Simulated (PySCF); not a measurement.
Radial density of Pb⁶⁸⁺ (lead, charge +68)

B3LYP, [Ne] 3s2 3p2, high-spin 3P determinant. All numbers are calculated (PySCF 2.14, no relativity, point nucleus, in an even-tempered Gaussian basis (16 s from 21 bohr⁻², ratio 2.5; 10 p from 27 bohr⁻², ratio 2.5; 4 d from 100 bohr⁻², ratio 2.7; 4 f from 150 bohr⁻², ratio 2.7)).

```csv
r (bohr),4πr²ρ (e/bohr),4πr²(ρα − ρβ)
0.000290,0.3993,0.0000
0.000487,1.094,0.0000
0.000820,2.930,0.0000
0.00138,7.562,0.0001
0.00232,18.34,0.0017
0.00390,40.04,0.0131
0.00656,73.42,0.0868
0.0110,101.7,0.4815
0.0186,97.51,2.0144
0.0312,94.66,5.0639
0.0525,126.4,3.9146
0.0883,67.51,0.7495
0.149,33.87,14.7009
0.250,10.45,4.6595
0.420,0.1386,0.0481
```

A non-relativistic calculation at this Z misses sizeable relativistic shifts. Spin-orbit coupling is strong in this species (close to jj coupling), so the high-spin LS determinant is a model state, not a physical level.
